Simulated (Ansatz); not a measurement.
Cartesian coordinates in Å:
```
O 1.819 0.783 -1.180
Si 0.308 0.231 -0.849
F -0.534 0.497 -2.195
Al 0.085 -1.567 0.761
Si -0.569 0.644 1.245
H 1.900 1.435 -1.879
H -0.035 -3.077 1.237
H -1.413 1.556 2.091
H -1.561 -0.502 0.769
```

The species carries charge 0 and has multiplicity 1.

Question: List the CAM-B3LYP/def2-TZVPP orbital energies in eV (Ansatz). (Best estimate.)

Answer: Computed: Occupied: -1802.16, -1800.91, -1526.85, -673.25, -522.69, -146.51, -145.49, -114.85, -101.88, -101.84, -101.80, -100.87, -100.77, -100.76, -75.55, -75.44, -75.36, -34.35, -29.77, -18.28, -16.70, -15.71, -14.12, -13.98, -13.20, -12.24, -11.68, -11.51, -10.74, -7.90, -7.67. Lowest empty: -0.54, -0.01, 0.76, 0.95, 1.50, 2.01, 2.36, 2.62.
